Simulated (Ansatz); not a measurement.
```yaml
crystal:
  periodic: [false, false, false]
  atoms:
    - {symbol: O, position_ang: [-0.667695, 2.473460, -1.181822]}
    - {symbol: P, position_ang: [-2.004520, -0.164557, -2.570526]}
    - {symbol: Si, position_ang: [0.088234, -2.749879, 0.188568]}
    - {symbol: Ga, position_ang: [1.889520, 1.159173, 1.803027]}
    - {symbol: H, position_ang: [-0.199157, 3.717404, -2.421176]}
    - {symbol: H, position_ang: [-4.283068, -0.100783, -1.149927]}
    - {symbol: H, position_ang: [1.687151, -4.534151, -1.287912]}
    - {symbol: H, position_ang: [-1.750933, -4.272762, 1.677436]}
    - {symbol: H, position_ang: [0.730067, 2.419242, 4.223898]}
    - {symbol: H, position_ang: [4.510362, 2.052853, 0.718454]}
basis:
  gaussian: {orbitals: aug-cc-pVTZ}
hamiltonian: {xc: {name: HF}}
output: {forces: true}
```

```sh
$ ansatz run in.yaml --threads 2 --pin off --events-out ev --progress --plain --max-ram 31744MiB --backend cuda --devices 0, --max-vram 18GiB
```

Output, abridged:

```
Functional definition: HF
2048 factors; their error is unknown
mean field evaluation 1: about -71542.4027 eV, gradient 6.8e1 eV
mean field evaluation 2: about -71345.9645 eV, gradient 1.7e2 eV
mean field evaluation 4: about -71551.4963 eV, gradient 3.7e1 eV
mean field evaluation 8: about -71568.0308 eV, gradient 2.9e0 eV
mean field evaluation 16: about -71568.3802 eV, gradient 1.4e-1 eV
mean field evaluation 64: about -71569.6131 eV, gradient 6.9e-1 eV
mean field evaluation 96: about -71569.2239 eV, gradient 2.9e0 eV
mean field evaluation 192: about -71568.9094 eV, gradient 6.3e-1 eV
mean field evaluation 256: about -71561.2056 eV, gradient 3.8e0 eV
mean field evaluation 384: about -71569.7346 eV, gradient 2.2e-1 eV
mean field -71569.73535206 eV, -2630.1392624793 hartree, gradient 2.6e-5 eV, S^2 0.000000; 4 other end points of the search recorded, 0 dependent functions left out
reference -71569.73535206 eV, -2630.1392624793 hartree; 37, 37 occupied and 306, 306 virtual orbitals, 2048 factors
Total energy: -71569.73535206 eV, -2630.1392624793 hartree
Atom 0 at    -0.667695     2.473460    -1.181822 Å, force     0.917818     1.546564    -1.983781 eV/Å
Atom 1 at    -2.004520    -0.164557    -2.570526 Å, force    -2.134356     0.433579     1.765097 eV/Å
Atom 2 at     0.088234    -2.749879     0.188568 Å, force    -0.278204    -2.643395    -0.000655 eV/Å
Atom 3 at     1.889520     1.159173     1.803027 Å, force     0.410829     1.355635     0.330987 eV/Å
Atom 4 at    -0.199157     3.717404    -2.421176 Å, force    -0.780560    -2.243473     2.190989 eV/Å
Atom 5 at    -4.283068    -0.100783    -1.149927 Å, force     2.437095    -0.105055    -1.485997 eV/Å
Atom 6 at     1.687151    -4.534151    -1.287912 Å, force    -1.490480     1.517225     1.306770 eV/Å
Atom 7 at    -1.750933    -4.272762     1.677436 Å, force     1.667051     1.281584    -1.396029 eV/Å
Atom 8 at     0.730067     2.419242     4.223898 Å, force     0.500312    -0.664128    -1.164087 eV/Å
Atom 9 at     4.510362     2.052853     0.718454 Å, force    -1.249506    -0.478537     0.436705 eV/Å
Dipole moment:     1.578309     0.012091     1.287595 e Å
```

**Question.** Something in this input is off. What?

**Answer.** The coordinates are in bohr but typed as ångström. The run converged. The result belongs to that input, not to the molecule as meant.
